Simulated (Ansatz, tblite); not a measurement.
Removing and adding an electron: Sn₂F₄. The state is a singlet with charge 0. Geometry: PBE0-D4/def2-SVP. Ansatz, gas phase; energy differences of separate SCF runs; the oxidised species was run as a doublet alone; the reduced species was run as a doublet alone.

```xyz
6

Sn    1.1494    1.2266   -0.3593
Sn   -1.1608   -1.2370    0.3526
F    -0.9034    0.8883    0.1784
F     0.8978   -0.8980   -0.1569
F     1.5953    1.3194    1.5406
F    -1.5783   -1.2994   -1.5554
```

In the def2 sets Sn takes a core potential; there is no spin–orbit coupling. The xTB rows come from tblite. Correlated methods freeze 12 core orbitals; core or outer-core shells of Sn are correlated, in sets that lack core-valence functions. The rows differ in basis, and correlated rows in double-zeta sets carry the largest basis error. In CCSD on the charge 1 doublet the largest single amplitude is 0.38, so its Hartree–Fock determinant may place the open shell otherwise than the density functionals do. The structure comes from a short search, and lower isomers may exist.

```
               level  −HOMO (eV)  vertical IE (eV)  −LUMO (eV)  vertical EA (eV)  HOMO–LUMO gap (eV)  IE − EA (eV)                       remarks
            GFN1-xTB       12.50             15.67        6.81              4.02                5.69         11.64                             –
            GFN2-xTB       12.54             15.74        6.74              3.73                5.79         12.00                             –
         HF/def2-SVP           –             10.12           –                 –                   –             –                             –
    PBE-D4/def2-TZVP        7.13              9.79        2.80                 –                4.32             –                             –
   PBE-D4/def2-TZVPD        7.19                 –        2.87              0.77                4.32             –  HOMO above zero (-1 doublet)
 r2SCAN-D4/def2-TZVP        7.46             10.02        2.63                 –                4.83             –                             –
r2SCAN-D4/def2-TZVPD        7.49                 –        2.66              0.77                4.83             –  HOMO above zero (-1 doublet)
   PBE0-D4/def2-TZVP        8.30             10.20        2.09                 –                6.21             –                             –
  PBE0-D4/def2-TZVPD        8.33                 –        2.15              0.67                6.18             –  HOMO above zero (-1 doublet)
        MP2/def2-SVP           –             10.25           –                 –                   –             –                             –
       CCSD/def2-SVP           –             10.29           –                 –                   –             –                             –
    CCSD(T)/def2-SVP           –             10.15           –                 –                   –             –                             –
```

   A HOMO above zero means that the electron is unbound at that level or that self-interaction error raises the level; the energy of removing that electron tells which. Raw xTB energy differences between charge states are shifted by several eV; the methods need an empirical correction for them.
